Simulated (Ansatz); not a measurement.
Ansatz results at the PBE0-D4/def2-TZVP geometry: HOMO energy (PBE0/def2-TZVPP) -7.14 eV; HOMO energy (B3LYP/def2-TZVPP) -6.92 eV; LUMO energy (PBE0/def2-TZVPP) -1.27 eV.

(1) Which molecule gave them?
A. `O=C=C(O)O`
B. `Br[SiH]1C=NC1`
C. `C[Si](O)([SiH3])S`
D. `CB1C=C1`

## Answers

(1) B. The others give `O=C=C(O)O`: -6.30, -6.13, -1.39; `C[Si](O)([SiH3])S`: -7.35, -7.12, 0.09; `CB1C=C1`: -7.55, -7.36, -0.07.

B3LYP here is the variant with VWN-RPA as its local correlation; programs differ in this.
